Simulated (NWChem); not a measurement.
System: MgSiH$_{3}$I; SMILES [SiH3][Mg][I]

```xyz
6

Mg     0.0461    -1.0178     0.0003
I      0.3663     1.5343     0.0015
Si    -0.2748    -3.5657    -0.0010
H     -0.4858    -4.1071    -1.3847
H     -1.4629    -3.9860     0.8134
H      0.9145    -4.2834     0.5672
```
Atoms are numbered in this order, from 1.

All runs use the structure optimised with PBE0/def2-SVP. def2 effective core potentials on I; no spin-orbit coupling.

Task: List the 6 lowest vertical singlet excitations from PBE/def2-SVP with def2 effective core potentials on I, TDA (NWChem).

Result: 
```
state  energy (eV)  oscillator strength  leading excitation (squared amplitude)
-----  -----------  -------------------  --------------------------------------
S1            4.49                0.025                      HOMO → LUMO (0.70)
S2            4.49                0.025                    HOMO−1 → LUMO (0.70)
S3            4.59                0.000                    HOMO → LUMO+1 (0.53)
S4            4.60                0.000                  HOMO−1 → LUMO+1 (0.47)
S5            4.60                0.000                  HOMO−1 → LUMO+2 (0.49)
S6            4.85                0.003                    HOMO → LUMO+2 (0.37)
```
